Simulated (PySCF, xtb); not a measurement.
HfO2, SMILES [O]=[Hf]=[O] (connectivity only; charge and spin as stated), charge +1, multiplicity 2.

Harmonic wavenumbers (cm⁻¹) from xtb with GFN2-xTB at its own minimum, in rising order: 140, 584, 587.

Question: What does PySCF with B3LYP-D3(BJ)/def2-TZVP give at its own minimum? (Estimate from the structure and the level; the computed values follow.)

Answer: 197, 237, 880. Paired by order, the mean absolute difference is 232 cm⁻¹ and the zero-point energies are 1.9 and 1.9 kcal/mol.
